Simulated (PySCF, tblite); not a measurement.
C5H6F3OP.
Numbering: `[CH3:1][C:2](=[O:3])[CH2:4]/[P:5]=[CH:6]/[C:7]([F:8])([F:9])[F:10]` (hydrogens: H11, H12, H13 on C1; H14, H15 on C4; H16 on C6)

Computed geometry: GFN2-xTB, gas phase.

(1) What internal coordinates does the optimisation give?

Results:

(1) 
| bond | length (Å) |
| --- | --- |
| C1–C2 | 1.503 |
| C2=O3 | 1.204 |
| C2–C4 | 1.509 |
| C4–P5 | 1.878 |
| P5=C6 | 1.672 |
| C6–C7 | 1.479 |
| C7–F8, C7–F9, C7–F10 | 1.347 |
| C1–H11, C1–H12, C1–H13 | 1.088 |
| C4–H14, C4–H15 | 1.090 |
| C6–H16 | 1.081 |

Bonds in one row agree within 0.01 Å and their mean is given. A selection of angles:
| angle | degrees |
| --- | --- |
| C2–C1–H11 | 109.4 |
| H11–C1–H12 | 108.1 |
| H11–C1–H13 | 109.1 |
| C1–C2–O3 | 123.8 |
| C1–C2–C4 | 114.3 |
| O3–C2–C4 | 121.9 |
| C2–C4–P5 | 108.4 |
| C2–C4–H14 | 110.5 |
| P5–C4–H14 | 108.2 |
| H14–C4–H15 | 110.0 |
| C4–P5–C6 | 99.6 |
| P5–C6–C7 | 119.1 |
| P5–C6–H16 | 125.8 |
| C7–C6–H16 | 115.1 |
| C6–C7–F8 | 113.1 |
| C6–C7–F9 | 112.0 |
| F8–C7–F9 | 106.3 |

Dihedral angles: C1–C2–C4–P5 -85° (synclinal); C2–C4–P5–C6 -58° (synclinal); C4–P5–C6–C7 180° (antiperiplanar); P5–C6–C7–F8 -121° (anticlinal). The mirror-image conformer, all signs reversed, is as good.

Of the pairs four or more bonds apart, O3···H16 is among the closest relative to their van der Waals radii: 2.47 Å, 91 % of the sum of Bondi's values. The 3 C–C bonds span 1.479 Å (C6–C7, drawn single) to 1.509 Å (C2–C4, drawn single), a spread of 0.030 Å. The C–P distances run from 1.672 Å (P5=C6, drawn double) to 1.878 Å (C4–P5, drawn single), a spread of 0.206 Å. All 3 C–F bonds measure 1.346 to 1.347 Å.

Point group: C1 (no symmetry element, even within 0.4 Å). Its GFN2-xTB frequencies are all real (lowest 24 cm⁻¹). The numbers are those of one conformer.
